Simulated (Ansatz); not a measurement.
Input file for CH5AlBN (`[CH3][Al]1[BH][NH]1`):

```yaml
crystal:
  periodic: [false, false, false]
  atoms:
    - {symbol: C, position_ang: [-0.550725, 1.343527, -1.181361]}
    - {symbol: Al, position_ang: [0.053361, -0.311071, -0.351804]}
    - {symbol: B, position_ang: [0.668531, -1.896370, 0.691966]}
    - {symbol: N, position_ang: [0.401825, -0.707327, 1.385044]}
    - {symbol: H, position_ang: [-0.694277, 1.242053, -2.258638]}
    - {symbol: H, position_ang: [-1.497930, 1.666349, -0.739348]}
    - {symbol: H, position_ang: [0.179196, 2.140200, -1.009146]}
    - {symbol: H, position_ang: [1.040519, -2.968524, 1.062763]}
    - {symbol: H, position_ang: [0.488099, -0.555137, 2.383425]}
basis:
  gaussian: {orbitals: def2-TZVPP}
correlation: {method: ccsd_t}
output: {orbitals: {seedname: orbitals}}
```

```sh
$ ansatz run in.yaml --threads 2 --pin off --events-out ev --progress --plain --max-ram 4352MiB
```

Log, shortened:

```
Functional definition: HF
1207 factors; integrals over basis functions are off by at most 1.1e-3 eV
mean field evaluation 1: about -9842.3705 eV, gradient 4.6e1 eV
mean field evaluation 2: about -9842.4988 eV, gradient 4.6e1 eV
mean field evaluation 4: about -9847.3633 eV, gradient 4.5e0 eV
mean field evaluation 8: about -9847.4577 eV, gradient 2.8e-1 eV
mean field -9847.45846500 eV, -361.8874237415 hartree, gradient 2.3e-6 eV, S^2 0.000000; 0 other end points of the search recorded, 0 dependent functions left out
8 core orbitals not correlated: weight in the atoms' cores, before any rotation towards them, 1.000 or more for the frozen orbitals, at most 0.000 for the correlated occupied ones
reference -9847.45846500 eV, -361.8874237415 hartree; 10, 10 occupied and 187, 187 virtual orbitals, 1207 factors
second order -15.18101100 eV of doubles, -0.00000000 eV of singles
cycle   1  -15.60871278 eV  change   -4.3e-1 eV  update   9.0e-2
cycle   2  -16.01533474 eV  change   -4.1e-1 eV  update   2.8e-2
cycle   3  -16.09953004 eV  change   -8.4e-2 eV  update   1.4e-2
cycle   4  -16.09108766 eV  change    8.4e-3 eV  update   3.9e-3
cycle   5  -16.09153723 eV  change   -4.5e-4 eV  update   1.8e-3
cycle   6  -16.09144522 eV  change    9.2e-5 eV  update   5.8e-4
cycle   7  -16.09123587 eV  change    2.1e-4 eV  update   2.1e-4
cycle   8  -16.09131278 eV  change   -7.7e-5 eV  update   8.5e-5
cycle   9  -16.09131934 eV  change   -6.6e-6 eV  update   3.1e-5
cycle  10  -16.09130256 eV  change    1.7e-5 eV  update   1.2e-5
perturbative correction -0.70918946 eV, -0.0260622318 hartree
Total energy: -9864.25895702 eV, -362.5048304355 hartree
```

Hardware: 2 threads of an Arm Neoverse V2 on a shared host. Wall time 50 s, peak host memory 2.6 GiB.

MP2 recovers 90.4 % of the CCSD(T) correlation energy and the triples give 4.2 %; T1 = 0.0131.
